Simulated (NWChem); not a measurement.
System: GaNH4; SMILES [NH2][GaH2]

Program: NWChem. The geometry was optimised at PBE0/def2-SVP. B3LYP is NWChem's, with the RPA form of VWN correlation. Ions are spin-unrestricted doublets at the neutral geometry; other ion states weren't tried.

```csv
level,"vertical ionisation energy, ΔSCF (eV)",−ε(HOMO) (eV),ΔSCF minus −ε(HOMO) (eV)
B3LYP/def2-TZVP,9.86,7.17,2.69
BHandHLYP/def2-TZVP,9.49,8.64,0.85
M06-2X/def2-TZVP,?,?,?
```

Fill in the missing entries.


- M06-2X/def2-TZVP, vertical ionisation energy, ΔSCF (eV): 9.92
- M06-2X/def2-TZVP, −ε(HOMO) (eV): 8.80
- M06-2X/def2-TZVP, ΔSCF minus −ε(HOMO) (eV): 1.12
